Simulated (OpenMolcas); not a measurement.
**Ga+: from CASSCF to CASPT2**

```
Program             : OpenMolcas 26.06
Basis               : ANO-RCC-VQZP [7s6p4d2f1g]
Scalar Hamiltonian  : X2C, point nucleus
Active space        : 2 electrons in 4 orbitals (4s 4p)
State averaging     : 2S+1 = 3 even, 3 roots (0 in the spin-orbit step); 2S+1 = 1 even, 1 root; 2S+1 = 3 odd, 3 roots; 2S+1 = 1 odd, 3 roots
Spin-orbit coupling : RASSI with atomic mean-field integrals over the reference wave functions, term energies averaged over their components
```

Methods on the same reference wave functions:
A. CASSCF
B. SS-CASPT2, IPEA 0.25 Eh, imaginary shift 0.1 Eh (closed shells correlated: 3d)

Energies in eV above 4s2 1S0, the measured ground level; measured values from NIST Handbook of Basic Atomic Spectroscopic Data.

```json
{"Level": "4s2 1S0", "A": "0.0000", "B": "0.0000", "Measured": "0.0000"}
{"Level": "4s 4p 3P* 0", "A": "5.5388", "B": "5.811", "Measured": "5.8728"}
{"Level": "4s 4p 3P* 1", "A": "5.5867", "B": "5.859", "Measured": "5.9282"}
{"Level": "4s 4p 3P* 2", "A": "5.6846", "B": "5.957", "Measured": "6.0442"}
{"Level": "4s 4p 1P* 1", "A": "9.4030", "B": "8.939", "Measured": "8.7658"}
```

Deviations, from unrounded energies. A percentage is the sum of absolute deviations over the sum of measured energies, with the sign that they share, or ± where signs differ.

```tsv
Against measurement	Levels	A	B
mean absolute deviation (cm-1)	4	3400	790
other configurations (%)	4	±6.3	±1.5
```

B lies closest to measurement on these levels. The largest miss of B in the table is 4s 4p 1P* 1, by +1400 cm-1. The ranking rests on the paired levels alone, and a cruder setting can come out closer through cancelling errors.

The lowest spin-free term lies below A's lowest term by 0.448 hartree in B.

Some high roots are left out of the spin-orbit mixing, which shifts the levels that they would mix with. Without dynamic correlation excited terms often stand tens of per cent too high (terms of higher spin than the ground term too low), and those without a measured partner can miss by more than the paired ones (holds for A). Measured partners are found by configuration, term and J. A level has none where our copy of the source lacks it or the pairing is in doubt (some pairs that miss far off the trend of their configuration count as doubtful), and it then counts in no deviation. Levels of configurations outside the active space are missing.

* marks odd parity.
